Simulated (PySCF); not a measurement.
# C₆ coefficients of unlike pairs at BHandHLYP

Calculated with PySCF 2.14 from the dipole response of each species, C₆(A,B) = (3/π) ∫ α_A(iu) α_B(iu) du, in atomic units, from isotropic polarisabilities. For ions this is the dispersion term alone; charge-induced terms of lower order in 1/R come first.

```json
{"species": "K⁺", "configuration": "[Ar] (1S)", "basis": "def2-QZVPPD (11s6p4d3f)", "relativity": "none", "α (bohr³)": "5.462", "C₆ (like pair)": "23.19"}
{"species": "Ar³⁺", "configuration": "[Ne] 3s2 3p3 (4S)", "basis": "aug-cc-pwCVTZ (8s7p5d3f)", "relativity": "none", "α (bohr³)": "3.612", "C₆ (like pair)": "9.798"}
{"species": "Ca⁺", "configuration": "[Ar] 4s1 (2S)", "basis": "x2c-TZVPPall with one added diffuse shell each of s, p, d type (7s6p4d)", "relativity": "spin-free X2C", "α (bohr³)": "75.47", "C₆ (like pair)": "541.5"}
```

Q: Estimate C₆ for Ca⁺ with K⁺.

A: The integral gives 77.50. The combination rule 2 C_A C_B / (C_A α_B/α_A + C_B α_A/α_B) gives 69.84 and the geometric mean 112.1.

No spin-orbit coupling is included.

The other pairs:

```json
{"pair": "Ar³⁺, K⁺", "C₆": "15.07"}
{"pair": "Ca⁺, Ar³⁺", "C₆": "50.84"}
```
